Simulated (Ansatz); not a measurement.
Species: HSiOF, charge 0, singlet. HSiOF (SMILES [Si](F)O).
B3LYP-D3(BJ)/def2-TZVP minimum from Ansatz (a quantum-chemistry and plane-wave program):
```
O
H 1 0.9658
Si 1 1.6433 2 121.03
F 3 1.6279 1 101.75 2 0.00
```
Charge 0, spin multiplicity 1.

Total energies in hartree (Ansatz). Radicals and triplets start from unrestricted determinants; spin-orbit coupling is neglected. Correlated methods leave the cores frozen. No relativity. Where a partner has so few electrons that a lower coupled-cluster level is exact, that level stands in.

| species | HF/cc-pV(T+d)Z | CCSD(T)/cc-pV(T+d)Z | HF/cc-pV(Q+d)Z | CCSD(T)/cc-pV(Q+d)Z | CCSDT(Q)/cc-pV(T+d)Z |
|---|---|---|---|---|---|
| 1: HSiOF (SMILES O[Si]F) | -463.98810 | -464.61247 | -464.00810 | -464.68207 | -464.61382 |
| 2: Si (triplet) | -288.85649 | -288.93344 | -288.85845 | -288.93781 | -288.93426 |
| 3: F (doublet) | -99.40552 | -99.62036 | -99.41377 | -99.65026 | -99.62061 |
| 4: O (triplet) | -74.81176 | -74.97396 | -74.81729 | -74.99357 | -74.97430 |
| 5: H (doublet) | -0.49981 | -0.49981 | -0.49995 | -0.49995 | -0.49981 |

**Question.** Work out the atomisation energy (electronic, to ground-state atoms) in kcal/mol: take Hartree-Fock from cc-pV(Q+d)Z, extrapolate the CCSD(T) correlation energy as X^-3 (X = 3, 4), and add CCSDT(Q) - CCSD(T) in cc-pV(T+d)Z. 1 hartree = 627.51 kcal/mol.

**Answer.** 
Species 1: correlation (64·(-0.67397) - 27·(-0.62437))/37 = -0.71016; step -0.00135; E1 = -464.00810 + (-0.71016) + (-0.00135) = -464.71961
Species 2: correlation (64·(-0.07936) - 27·(-0.07695))/37 = -0.08112; step -0.00082; E2 = -288.85845 + (-0.08112) + (-0.00082) = -288.94039
Species 3: correlation (64·(-0.23649) - 27·(-0.21484))/37 = -0.25229; step -0.00025; E3 = -99.41377 + (-0.25229) + (-0.00025) = -99.66631
Species 4: correlation (64·(-0.17628) - 27·(-0.16220))/37 = -0.18655; step -0.00034; E4 = -74.81729 + (-0.18655) + (-0.00034) = -75.00418
Species 5: correlation (64·(0.00000) - 27·(0.00000))/37 = 0.00000; step +0.00000; E5 = -0.49995 + (0.00000) + (+0.00000) = -0.49995
-1·E1 +1·E2 +1·E3 +1·E4 +1·E5 = 0.60878 hartree = 382.0 kcal/mol.
